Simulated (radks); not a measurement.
Question: Species: the gold ion Au31+. Configuration: [Kr] 4d10 4f1.75 5s0.25 (fractional occupations, a model configuration). Method: Dirac Kohn-Sham, exchange-only B88, spin-unpolarised, spherical densities, finite nucleus; open shells are shared between the two j in proportion to 2j + 1; Fermi nuclear charge, rms radius 5.4371 fm; computed with a radial shooting solver on a logarithmic mesh with Libxc functionals. Some entries of the table are withheld. Estimate them.

orbital,occ.,eigenvalue (eV),<r> (bohr),r(max) (bohr)
1s1/2,2,-81752.00,0.01687,0.01042
2s1/2,2,-15354.68,0.07049,0.06040
2p1/2,2,-14774.10,0.05800,0.04446
2p3/2,4,-12939.31,0.06655,0.05185
3s1/2,2,-4495.679,0.1827,0.1698
3p1/2,2,(1),0.1730,0.1584
3p3/2,4,(2),0.1883,0.1733
3d3/2,4,-3395.300,0.1640,0.1351
3d5/2,6,-3307.677,0.1687,0.1391
4s1/2,2,-1772.320,0.3859,0.3727
4p1/2,2,-1659.896,0.3845,0.3692
4p3/2,4,-1545.131,0.4107,0.3958
4d3/2,4,-1361.625,0.4047,0.3825
4d5/2,6,-1338.243,0.4123,0.3900
4f5/2,0.75,-1112.042,(3),0.3290
4f7/2,1,-1105.815,(4),0.3319
5s1/2,0.25,-922.9492,0.7051,(5)
5p1/2,0,-872.8994,0.7165,0.7202
5p3/2,0,-830.8980,0.7527,0.7602
5d3/2,0,(6),0.7726,0.7794
5d5/2,0,(7),0.7824,0.7904
5f5/2,0,-646.2073,0.7983,(8)
5f7/2,0,-643.8279,0.8021,(9)
6s1/2,0,-571.7310,(10),1.179

Answer: 
(1) 3p1/2 eigenvalue (eV): -4235.504
(2) 3p3/2 eigenvalue (eV): -3827.232
(3) 4f5/2 <r> (bohr): 0.3886
(4) 4f7/2 <r> (bohr): 0.3918
(5) 5s1/2 r(max) (bohr): 0.7092
(6) 5d3/2 eigenvalue (eV): -749.8478
(7) 5d5/2 eigenvalue (eV): -741.1376
(8) 5f5/2 r(max) (bohr): 0.8007
(9) 5f7/2 r(max) (bohr): 0.8049
(10) 6s1/2 <r> (bohr): 1.123
